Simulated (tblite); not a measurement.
A geometry optimisation, step by step.

Compound: C₆H₁₅BN₂O.
SMILES with atom numbers: `[CH3:1][CH2:2][C@H:3]([CH3:4])[O:5][B:6]1[NH:7][CH2:8][CH2:9][NH:10]1` (hydrogens: H11, H12, H13 on C1; H14, H15 on C2; H16 on C3; H17, H18, H19 on C4; H20 on N7; H21, H22 on C8; H23, H24 on C9; H25 on N10)

Computed with GFN2-xTB (tblite), gas phase: L-BFGS steps from a force-field or distance-geometry start until the largest atomic force falls under 0.01 eV/Å. 7 of its 169 geometries are shown.

Step 0: E = -861.9838 eV, largest atomic force 2.777 eV/Å
```
atom  x, y, z in Å  |  force x, y, z in eV/Å
C1     -2.425    1.647    1.082   -0.702   0.529   0.345
C2     -2.642    0.280    0.437   -0.092  -0.176   0.647
C3     -1.315   -0.290   -0.120   -1.262  -0.044  -0.180
C4     -1.599   -1.606   -0.851    0.057  -0.876   0.013
O5     -0.421   -0.505    0.955    2.306   0.743  -1.358
B6      0.965   -0.263    0.512   -1.563  -0.373   1.142
N7      1.635    1.085    0.658   -0.834  -1.853  -1.879
C8      3.022    0.769    0.313    0.735   0.528  -0.169
C9      3.064   -0.623   -0.367    0.729  -0.187  -0.216
N10     1.847   -1.364   -0.013   -0.048   1.551   2.111
H11    -1.731    1.581    1.936   -0.253   0.009  -0.536
H12    -2.039    2.364    0.336   -0.142  -0.298   0.451
H13    -3.411    2.034    1.468    0.980  -0.288  -0.371
H14    -3.384    0.374   -0.370    0.296  -0.126   0.170
H15    -3.050   -0.412    1.214    0.332   0.366  -0.607
H16    -0.963    0.454   -0.870    0.245  -0.252   0.375
H17    -0.660   -2.000   -1.289   -0.539   0.180   0.284
H18    -2.338   -1.472   -1.658    0.352  -0.007   0.421
H19    -1.991   -2.365   -0.122    0.376   0.723  -0.692
H20     1.234    1.698   -0.075    0.232  -0.136   1.050
H21     3.442    1.549   -0.357   -0.053  -0.398   0.417
H22     3.623    0.741    1.241   -0.269   0.111  -0.215
H23     3.095   -0.482   -1.460   -0.106  -0.193   0.176
H24     3.966   -1.186   -0.064   -0.284   0.241  -0.226
H25     2.066   -1.983    0.797   -0.492   0.225  -1.153
```

Step 28: E = -863.2911 eV, largest atomic force 0.159 eV/Å
```
atom  x, y, z in Å  |  force x, y, z in eV/Å
C1     -2.410    1.646    1.099   -0.022  -0.066   0.015
C2     -2.625    0.271    0.478   -0.009  -0.041  -0.026
C3     -1.352   -0.277   -0.174   -0.080  -0.016  -0.038
C4     -1.626   -1.606   -0.892   -0.043   0.097  -0.023
O5     -0.374   -0.499    0.821   -0.049   0.048   0.010
B6      0.940   -0.252    0.501    0.056  -0.036   0.030
N7      1.565    1.002    0.271    0.105   0.015   0.020
C8      3.002    0.834    0.148    0.011  -0.057  -0.029
C9      3.160   -0.670   -0.181    0.017   0.113   0.017
N10     1.926   -1.241    0.316    0.121  -0.063  -0.022
H11    -1.669    1.583    1.892    0.073  -0.008  -0.043
H12    -2.066    2.355    0.347   -0.025  -0.020   0.050
H13    -3.338    2.010    1.532   -0.038   0.055  -0.017
H14    -3.404    0.325   -0.286   -0.014   0.004   0.039
H15    -2.938   -0.438    1.247   -0.036   0.050   0.005
H16    -0.983    0.462   -0.905   -0.019  -0.061   0.021
H17    -0.702   -1.983   -1.330   -0.105  -0.004   0.092
H18    -2.360   -1.469   -1.683   -0.005  -0.005   0.002
H19    -2.011   -2.328   -0.170    0.102   0.028  -0.112
H20     1.226    1.907    0.544    0.046   0.048  -0.022
H21     3.419    1.475   -0.639   -0.046  -0.069   0.017
H22     3.515    1.081    1.095   -0.074  -0.056  -0.129
H23     3.245   -0.822   -1.273    0.012   0.048   0.146
H24     4.047   -1.107    0.292   -0.073   0.049   0.026
H25     1.801   -2.235    0.280    0.095  -0.054  -0.030
```

Step 56: E = -863.3497 eV, largest atomic force 0.172 eV/Å
```
atom  x, y, z in Å  |  force x, y, z in eV/Å
C1     -2.398    1.632    1.164   -0.011  -0.023  -0.029
C2     -2.635    0.262    0.537    0.065  -0.073   0.018
C3     -1.407   -0.269   -0.219   -0.001  -0.022  -0.101
C4     -1.762   -1.540   -1.006    0.016  -0.011   0.051
O5     -0.356   -0.604    0.673   -0.018   0.032  -0.094
B6      0.964   -0.318    0.405    0.043  -0.117   0.015
N7      1.562    0.947    0.140   -0.019  -0.013   0.049
C8      3.009    0.839    0.094   -0.086   0.119   0.002
C9      3.277   -0.672   -0.027   -0.043   0.037   0.008
N10     2.017   -1.271    0.367    0.043  -0.036  -0.030
H11    -1.550    1.607    1.845   -0.018  -0.055  -0.047
H12    -2.201    2.364    0.382    0.027   0.032   0.049
H13    -3.282    1.944    1.716    0.038   0.023   0.005
H14    -3.475    0.335   -0.162    0.133  -0.067   0.036
H15    -2.894   -0.464    1.307   -0.010   0.010   0.070
H16    -1.073    0.505   -0.923    0.089   0.052  -0.025
H17    -0.865   -1.927   -1.488   -0.080   0.052  -0.018
H18    -2.531   -1.362   -1.759    0.108   0.065   0.109
H19    -2.116   -2.289   -0.302   -0.037  -0.045  -0.049
H20     1.195    1.854    0.372   -0.030  -0.016  -0.077
H21     3.407    1.391   -0.763    0.072   0.022  -0.027
H22     3.467    1.244    1.008   -0.019   0.003  -0.025
H23     3.539   -0.924   -1.069   -0.074  -0.065   0.141
H24     4.111   -0.985    0.617   -0.116  -0.018  -0.024
H25     1.985   -2.275    0.420   -0.072   0.115  -0.009
```

Step 84: E = -863.5250 eV, largest atomic force 0.095 eV/Å
```
atom  x, y, z in Å  |  force x, y, z in eV/Å
C1     -2.130    1.477    1.319   -0.004   0.041   0.016
C2     -2.411    0.099    0.737   -0.041   0.019   0.020
C3     -1.423   -0.304   -0.371   -0.018  -0.041  -0.017
C4     -2.093   -1.270   -1.350   -0.027  -0.030  -0.038
O5     -0.314   -0.964    0.202    0.030   0.032  -0.016
B6      0.956   -0.487    0.178    0.033   0.028   0.017
N7      1.482    0.734   -0.324    0.061  -0.053   0.006
C8      2.901    0.855   -0.065    0.007   0.028  -0.006
C9      3.308   -0.518    0.512   -0.014   0.020  -0.019
N10     2.053   -1.206    0.718    0.024  -0.023  -0.017
H11    -1.108    1.546    1.681    0.030  -0.033  -0.003
H12    -2.287    2.243    0.562    0.056   0.011  -0.010
H13    -2.806    1.686    2.147    0.019  -0.026   0.022
H14    -3.426    0.090    0.335   -0.019  -0.014  -0.036
H15    -2.353   -0.663    1.516    0.017   0.034   0.017
H16    -1.092    0.589   -0.920   -0.038  -0.017   0.027
H17    -1.370   -1.624   -2.080    0.010   0.020  -0.013
H18    -2.914   -0.779   -1.866    0.014   0.004  -0.024
H19    -2.478   -2.128   -0.805    0.002  -0.034   0.007
H20     1.018    1.540   -0.698   -0.024   0.064   0.007
H21     3.463    1.089   -0.978   -0.040  -0.046  -0.073
H22     3.110    1.659    0.653   -0.048   0.010   0.073
H23     3.952   -1.062   -0.196   -0.009   0.020   0.059
H24     3.854   -0.401    1.458    0.014  -0.037  -0.051
H25     2.097   -2.176    0.967   -0.033   0.022   0.053
```

Step 112: E = -863.5485 eV, largest atomic force 0.097 eV/Å
```
atom  x, y, z in Å  |  force x, y, z in eV/Å
C1     -2.013    1.427    1.337    0.025   0.031   0.033
C2     -2.429    0.108    0.698    0.006   0.059   0.048
C3     -1.446   -0.325   -0.401   -0.028   0.033   0.051
C4     -2.097   -1.310   -1.374    0.024   0.018   0.032
O5     -0.335   -0.952    0.206   -0.010   0.012  -0.054
B6      0.927   -0.456    0.205    0.003  -0.023  -0.019
N7      1.460    0.726   -0.386   -0.022   0.090  -0.029
C8      2.867    0.875   -0.076    0.004   0.025   0.045
C9      3.276   -0.490    0.514   -0.011  -0.021  -0.042
N10     2.014   -1.128    0.822    0.007  -0.039   0.031
H11    -0.990    1.361    1.703   -0.023  -0.021  -0.008
H12    -2.068    2.237    0.611    0.007  -0.014   0.010
H13    -2.664    1.674    2.173    0.000  -0.015  -0.008
H14    -3.434    0.202    0.281    0.026   0.002  -0.018
H15    -2.442   -0.677    1.456   -0.034  -0.015  -0.013
H16    -1.127    0.568   -0.960    0.027  -0.060  -0.019
H17    -1.366   -1.627   -2.113   -0.011  -0.036  -0.005
H18    -2.934   -0.838   -1.882    0.012  -0.016   0.003
H19    -2.452   -2.183   -0.832    0.022   0.011  -0.021
H20     0.977    1.560   -0.672    0.040  -0.055  -0.015
H21     3.454    1.122   -0.971   -0.048  -0.030   0.012
H22     3.029    1.671    0.663   -0.004   0.042   0.012
H23     3.841   -1.074   -0.226    0.034   0.001   0.012
H24     3.905   -0.369    1.406   -0.071  -0.037  -0.029
H25     2.037   -2.078    1.147    0.026   0.056  -0.008
```

Step 140: E = -863.5702 eV, largest atomic force 0.037 eV/Å
```
atom  x, y, z in Å  |  force x, y, z in eV/Å
C1     -1.836    1.339    1.415   -0.012  -0.006  -0.019
C2     -2.428    0.175    0.627   -0.025  -0.010   0.010
C3     -1.463   -0.340   -0.452   -0.006   0.004   0.002
C4     -2.135   -1.363   -1.370   -0.003   0.006  -0.012
O5     -0.363   -0.970    0.168    0.007  -0.007   0.001
B6      0.892   -0.458    0.179    0.001   0.013  -0.015
N7      1.409    0.729   -0.412    0.005  -0.016   0.004
C8      2.808    0.913   -0.092    0.007  -0.014  -0.006
C9      3.228   -0.413    0.577    0.030   0.021   0.006
N10     1.978   -1.097    0.826    0.020   0.025  -0.002
H11    -0.857    1.065    1.802    0.000  -0.010   0.004
H12    -1.724    2.215    0.778    0.013  -0.009  -0.005
H13    -2.480    1.603    2.251   -0.003  -0.009  -0.016
H14    -3.362    0.483    0.152    0.020  -0.007   0.009
H15    -2.643   -0.654    1.304   -0.002   0.010  -0.002
H16    -1.125    0.510   -1.063    0.016   0.011   0.010
H17    -1.423   -1.694   -2.122   -0.007  -0.014  -0.004
H18    -2.995   -0.923   -1.867   -0.014  -0.011   0.015
H19    -2.449   -2.227   -0.791   -0.027   0.021   0.002
H20     0.927    1.518   -0.801    0.014   0.004   0.004
H21     3.400    1.109   -0.995   -0.005   0.011   0.000
H22     2.949    1.760    0.596    0.010  -0.003   0.006
H23     3.878   -0.998   -0.090   -0.014   0.012  -0.004
H24     3.779   -0.233    1.508   -0.015  -0.006   0.004
H25     2.023   -2.024    1.202   -0.011  -0.015   0.009
```

Step 168: E = -863.5735 eV, largest atomic force 0.009 eV/Å
```
atom  x, y, z in Å  |  force x, y, z in eV/Å
C1     -1.783    1.300    1.427    0.000  -0.004  -0.003
C2     -2.409    0.171    0.618   -0.006  -0.004   0.001
C3     -1.467   -0.351   -0.477    0.000   0.003   0.000
C4     -2.179   -1.367   -1.373    0.005   0.000   0.001
O5     -0.356   -0.986    0.119   -0.001  -0.005  -0.006
B6      0.893   -0.455    0.153   -0.001  -0.002   0.001
N7      1.412    0.733   -0.432   -0.003   0.005  -0.007
C8      2.804    0.931   -0.089   -0.001   0.003   0.003
C9      3.220   -0.382    0.607   -0.004  -0.004   0.003
N10     1.971   -1.076    0.830    0.002  -0.006  -0.004
H11    -0.838    0.972    1.854    0.000  -0.003   0.001
H12    -1.594    2.166    0.796   -0.004  -0.003  -0.005
H13    -2.447    1.600    2.235    0.007   0.006   0.001
H14    -3.334    0.517    0.151    0.004   0.004  -0.002
H15    -2.650   -0.662    1.280    0.003   0.005   0.003
H16    -1.134    0.496   -1.095    0.004   0.003  -0.002
H17    -1.490   -1.738   -2.128    0.008  -0.002   0.000
H18    -3.031   -0.906   -1.867   -0.001   0.000   0.008
H19    -2.521   -2.207   -0.775   -0.004   0.002   0.000
H20     0.937    1.510   -0.851   -0.001   0.002   0.000
H21     3.411    1.118   -0.984   -0.008   0.002  -0.001
H22     2.927    1.789    0.587    0.000  -0.001   0.006
H23     3.894   -0.966   -0.036   -0.002  -0.001   0.006
H24     3.740   -0.186    1.553    0.004   0.002  -0.004
H25     2.013   -1.996    1.225    0.001  -0.002  -0.002
```

Task: Summarise the path.

Result: The energy falls by 36.66 kcal/mol from step 0 to step 168; nine tenths of that is first reached at step 65. It rises by more than 0.2 meV at steps 12 and 75. The largest force goes from 2.777 to 0.009 eV/Å. Among the bonds O5–B6 changes most, from 1.475 to 1.358 Å; the atoms move by 0.961 Å rms after alignment.

Task: Follow the three bonds and two angles with the largest change from start to end.

Result: 
| step | E above end (kcal/mol) | largest force (eV/Å) | O5–B6 (Å) | B6–N7 (Å) | B6–N10 (Å) | B6–N7–H20 (°) | B6–N10–H25 (°) |
| --- | --- | --- | --- | --- | --- | --- | --- |
| 0 | 36.66 | 2.777 | 1.475 | 1.513 | 1.505 | 106.7 | 106.7 |
| 7 | 13.21 | 0.962 | 1.401 | 1.421 | 1.429 | 126.9 | 127.7 |
| 15 | 9.06 | 0.323 | 1.381 | 1.429 | 1.425 | 129.5 | 130.8 |
| 22 | 7.62 | 0.183 | 1.377 | 1.424 | 1.416 | 125.3 | 126.3 |
| 29 | 6.39 | 0.180 | 1.376 | 1.418 | 1.409 | 127.8 | 128.5 |
| 37 | 5.90 | 0.067 | 1.379 | 1.416 | 1.411 | 129.7 | 129.8 |
| 44 | 5.78 | 0.042 | 1.379 | 1.416 | 1.412 | 129.4 | 129.8 |
| 51 | 5.61 | 0.142 | 1.376 | 1.419 | 1.415 | 129.6 | 129.6 |
| 58 | 4.91 | 0.211 | 1.378 | 1.431 | 1.423 | 126.1 | 129.6 |
| 66 | 3.28 | 0.308 | 1.361 | 1.430 | 1.418 | 124.3 | 130.5 |
| 73 | 1.94 | 0.223 | 1.362 | 1.428 | 1.416 | 130.0 | 128.5 |
| 80 | 1.30 | 0.094 | 1.357 | 1.420 | 1.417 | 130.2 | 127.5 |
| 88 | 0.99 | 0.074 | 1.357 | 1.422 | 1.416 | 130.0 | 128.9 |
| 95 | 0.87 | 0.050 | 1.357 | 1.421 | 1.416 | 130.9 | 128.8 |
| 102 | 0.77 | 0.049 | 1.355 | 1.423 | 1.416 | 130.1 | 128.7 |
| 110 | 0.64 | 0.094 | 1.355 | 1.424 | 1.418 | 128.8 | 127.7 |
| 117 | 0.41 | 0.088 | 1.357 | 1.423 | 1.421 | 129.8 | 127.5 |
| 124 | 0.30 | 0.051 | 1.357 | 1.422 | 1.419 | 130.3 | 127.8 |
| 131 | 0.16 | 0.051 | 1.357 | 1.424 | 1.417 | 130.2 | 127.9 |
| 139 | 0.08 | 0.041 | 1.356 | 1.422 | 1.417 | 130.0 | 128.5 |
| 146 | 0.05 | 0.044 | 1.357 | 1.422 | 1.416 | 130.0 | 128.7 |
| 153 | 0.02 | 0.023 | 1.358 | 1.423 | 1.416 | 130.2 | 128.6 |
| 161 | 0.01 | 0.018 | 1.358 | 1.422 | 1.416 | 130.2 | 128.6 |
| 168 | 0.00 | 0.009 | 1.358 | 1.422 | 1.417 | 130.2 | 128.5 |

What follows is the cost of the whole relaxation. On an Arm Neoverse V2 with one thread, shared host, this took 1.3 s wall.
